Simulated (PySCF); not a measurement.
# Identify the compound

An unknown has the formula C$_{5}$H$_{5}$F$_{3}$N$_{2}$. Its calculated NMR data are:

¹H NMR (300 MHz, computed): δ 6.48 (m, 1H), 6.47 (m, 1H), 6.23 (m, 1H), 6.09 (m, 1H), 5.91 (m, 1H).

¹³C{¹H} NMR (computed): δ 134.0 (CH), 132.3 (C), 127.9 (CH2), 116.0 (C), 109.4 (CH2).

PySCF calculation with PBE0/pcSseg-1 with gauge-including orbitals and GFN2-xTB geometry; one conformer, equivalent nuclei averaged, relativity neglected, isolated molecule.

δ = σ(ref) − σ, references computed at the same level: TMS for ¹H, ¹³C.

Task: Which candidate is it?
A. FC(F)(F)Cc1ncc[nH]1
B. C=C/C=N\N=C/C(F)(F)F
C. C=C/C(=N/N=C)C(F)(F)F

Result: C. 

The formula gives 3 degrees of unsaturation (no ring in the answer). 5 carbon signals for 5 carbons: no two carbons are equivalent. Carbon types of the structure: 2 × C, 1 × CH, 2 × CH2, which accounts for all hydrogens. δC 134.0: alkene CH; the olefinic region. δC 132.3: CF3 carbon; 3 electronegative neighbours deshield it. δC 127.9: terminal =CH2 carbon; the olefinic region. δC 116.0, 109.4: C=N carbon. δH 6.47: hydrogen on an alkene CH; a vinylic proton, deshielded by the sp2 carbon and the C=C anisotropy.

The others: FC(F)(F)Cc1ncc[nH]1 would give 3 signals for carbon-bound and other non-exchanging H, not 5; C=C/C=N\N=C/C(F)(F)F has carbons computed at 135.2, 132.8, 128.3, 121.9, 110.7, with a different DEPT pattern.

Splittings by ¹⁹F in the carbon and heteronuclear signals aren't shown, as no couplings were computed. Shifts are as computed. Against solution values, carbons near 30 ppm lie about +3 ppm off and those near 130 ppm about +5 ppm. Of 1211 compounds with measured shifts, 218 miss one by over three times the rms of a fit or turn the order of signals round; such compounds aren't used in these exercises. Multiplicities follow the n + 1 count of equivalent neighbours, as no J values were calculated; m marks all less simple cases, F and P coupling included.
